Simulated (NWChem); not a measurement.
Species: CHCl2 cation

All runs: NWChem. Medium grid unless said otherwise, to which SCAN and Minnesota functionals are sensitive. Geometry: optimised at B3LYP/6-31G* (spherical d). Hybrids' shares of exact exchange are those that their runs print; pure functionals count as 0. The functionals differ in more than this share.

| row | share of exact exchange | orbital gap (eV) |
|---|---|---|
| PBE/def2-TZVP | 0.00 | 3.52 |
| LDA (Slater exchange, PW92)/def2-TZVP | 0.00 | 3.44 |
| B3LYP/def2-TZVP | 0.20 | 5.40 |
| B97-2/def2-TZVP | 0.21 | 5.58 |
| MN15/def2-TZVP | 0.44 | withheld |

Question: Fit a straight line of the last column on the one before it, predict the withheld value, and compare with the run.

Answer: 
1. Means of the 4 shown rows: x = 0.103, y = 4.485. Slope Σ(x − x̄)(y − ȳ)/Σ(x − x̄)² = 0.4130/0.04208 = 9.815; intercept 3.479.
2. The shown rows scatter about the line by 0.040 (root mean square); the largest residual is -0.04, at B3LYP/def2-TZVP.
3. At x = 0.44 (MN15/def2-TZVP; beyond the shown range) the line gives 7.80.
4. The run gives 7.35, -0.45 from the line, 11.1 times the scatter.
